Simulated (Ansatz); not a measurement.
A nudged elastic band was laid between two geometries of CH5BrSeSi (9 atoms, charge 0, multiplicity 1).

Method: Ansatz, RKS BLYP-D4/def2-SVP.

- movable images: 1
- climbing image: yes
- spring: 5.0 eV/Å²
- optimiser: quadratic models (default)
- start path: through a guess of the saddle point
- force threshold: 0.03 eV/Å
- iteration limit: 60
- end points: relaxed

Image 0:

```xyz
9
Properties=species:S:1:pos:R:3
C -0.753 0.818 -0.484
Si -0.076 -0.713 0.384
Se 1.902 -0.283 1.502
Br 0.147 -2.350 -1.179
H -0.917 1.630 0.253
H -1.714 0.582 -0.985
H -0.039 1.176 -1.252
H -0.991 -1.229 1.449
H 2.531 0.324 0.295
```

Image 2:

```xyz
9
Properties=species:S:1:pos:R:3
C -0.894 0.695 -0.629
Si -0.967 -1.168 -0.081
Se 1.332 -0.930 1.487
Br 0.474 -2.061 -1.746
H -1.223 1.360 0.198
H -1.632 0.814 -1.454
H 0.087 1.041 -1.015
H 0.929 0.056 2.538
H 1.984 0.147 0.686
```

Task: What changes between the two ends?

Result: Bonds broken: Si2–H8. Bonds formed: Se3–H8.

Task: What energy profile does the band end with?

Result: The run converged. The highest image is number 1 of 0 to 2, 207.7 kJ/mol above the first end and 28.5 kJ/mol above the last; the last end lies 179.3 kJ/mol above the first. Neighbouring images differ by up to 2.2 eV, so the band resolves the path poorly. Another band between the same ends (7 images) ends at a top of the same energy, where a vibrational analysis finds 1 clearly imaginary mode. So few images can step over the top or miss a turn of the path. The orbitals stay closed-shell, which can raise the energy where a bond breaks towards radicals; this wasn't checked here.

```tsv
image	path coordinate (Å)	energy (kJ/mol)	Si2–H8 (Å)	Se3–H8 (Å)
0	0.00	0.0	1.50	3.04
1	2.42	207.7	1.66	1.79
2	4.97	179.3	3.46	1.50
```

Task: What is the geometry of the highest image?

Result: 
```xyz
9
Properties=species:S:1:pos:R:3
C -0.737 0.788 -0.675
Si -0.672 -0.879 0.258
Se 2.048 -0.570 1.129
Br -0.321 -2.473 -1.345
H -0.687 1.631 0.045
H -1.703 0.853 -1.219
H 0.088 0.879 -1.407
H 0.370 -1.057 1.538
H 1.703 0.781 1.658
```

Run time: 34 s on 2 threads of Intel(R) Xeon(R) Platinum 8488C (Sapphire Rapids), on a shared host, peak memory 0.2 GiB.
